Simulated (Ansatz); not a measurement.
Consider the hydrogenolysis of the Si–C bond: `C[SiH](C)O[SiH3]` + H₂ → `C[SiH2]O[SiH3]` + CH₄.

Gas-phase electronic energies from Ansatz, PBE0-D4/def2-TZVP geometries. CCSD(T)/CBS adds triple-zeta CCSD(T) − MP2 to the extrapolated MP2 energy (def2 sets, frozen cores). This one scheme is used for every species. DFT in def2-TZVPP. B3LYP here is the variant with VWN-RPA as its local correlation; programs differ in this. Each species was taken in one conformer, which may not be the lowest.

```csv
level,ΔE (kcal/mol),difference from CCSD(T)/CBS
PBE-D4,-3.9,0.5
PBE0-D4,-4.5,-0.1
ωB97X-V,-5.0,-0.6
ωB97M-V,-4.3,0.1
B2PLYP,-6.3,-1.9
PBE,-5.5,-1.1
r2SCAN,-4.4,0.0
PBE0,-5.9,-1.5
B3LYP,-7.6,-3.2
CCSD/def2-TZVPP,-6.0,-1.6
CCSD(T)/def2-TZVPP,-5.0,-0.6
HF/def2-QZVPP,-10.4,-6.0
MP2/def2-QZVPP,-3.6,0.8
SCS-MP2/def2-QZVPP,-5.2,-0.8
HF/CBS(def2),-10.4,-6.0
MP2/CBS(def2),-3.3,1.1
CCSD(T)/CBS,-4.4,0
```

Largest T1 diagnostic among the species: 0.011.

In def2-TZVPP, CCSD(T) changes the Hartree–Fock value by +5.5 kcal/mol (the triples alone add +1.0 kcal/mol) and MP2 by +6.5 kcal/mol. The D4 term adds +2.5 kcal/mol with B3LYP and +1.4 kcal/mol with PBE0; it sums over pairs of atoms, weighted by their polarisabilities, and B3LYP, whose exchange is more repulsive, gets the larger term.
